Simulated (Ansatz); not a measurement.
One change: `CCO[Si](F)(OCC)OCC` becomes `CCO[Si](C)(OCC)OCC`.

Ansatz, PBE0-D4/def2-TZVP geometries, multiplicity 1. Each molecule was computed in one conformer, which needn't be the lowest.

```tsv
property	`CCO[Si](F)(OCC)OCC`
size of the dipole moment (ωB97M-V/def2-TZVPP) / D	0.06
HOMO energy (PBE0/def2-TZVPP) / eV	-8.29
HOMO–LUMO gap (PBE/def2-TZVPP) / eV	7.00
size of the dipole moment (PBE/def2-TZVPP) / D	0.11
HOMO–LUMO gap (PBE0/def2-TZVPP) / eV	9.45
HOMO–LUMO gap (ωB97M-V/def2-TZVPP) / eV	13.29
```

Q: Give the same properties after the change, and the shifts. (Estimate.)

A: The calculation gave: 
```csv
property,`CCO[Si](C)(OCC)OCC`,shift
size of the dipole moment (ωB97M-V/def2-TZVPP) / D,1.25,1.19
HOMO energy (PBE0/def2-TZVPP) / eV,-7.86,0.43
HOMO–LUMO gap (PBE/def2-TZVPP) / eV,6.61,-0.39
size of the dipole moment (PBE/def2-TZVPP) / D,1.18,1.07
HOMO–LUMO gap (PBE0/def2-TZVPP) / eV,8.88,-0.57
HOMO–LUMO gap (ωB97M-V/def2-TZVPP) / eV,12.62,-0.67
```

With PBE0 the HOMO rises by 0.43 eV and the LUMO falls by 0.14 eV, so the gap narrows by about 0.57 eV. PBE moves the HOMO by 0.32 eV and ωB97M-V by 0.50 eV. Dipoles are sizes alone; their direction can turn.
